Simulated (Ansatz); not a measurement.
Ansatz results at the PBE0-D4/def2-TZVP geometry: HOMO energy (PBE0/def2-TZVPP) -7.74 eV; HOMO–LUMO gap (PBE0/def2-TZVPP) 8.79 eV; LUMO energy (B3LYP/def2-TZVPP) 0.69 eV.

Each molecule was computed in one conformer, which needn't be the lowest.

Which molecule gave them?
A. `C=CBB(C)F`
B. `CC(C)C(C)O`
C. `C1CSC1`
D. `[OH][SnH]([F])[CH2]Cl`

B. The others give `C=CBB(C)F`: -7.62, 5.50, -2.31; `C1CSC1`: -6.26, 6.44, -0.09; `[OH][SnH]([F])[CH2]Cl`: -8.33, 7.50, -1.18.

B3LYP here is the variant with VWN-RPA as its local correlation; programs differ in this.
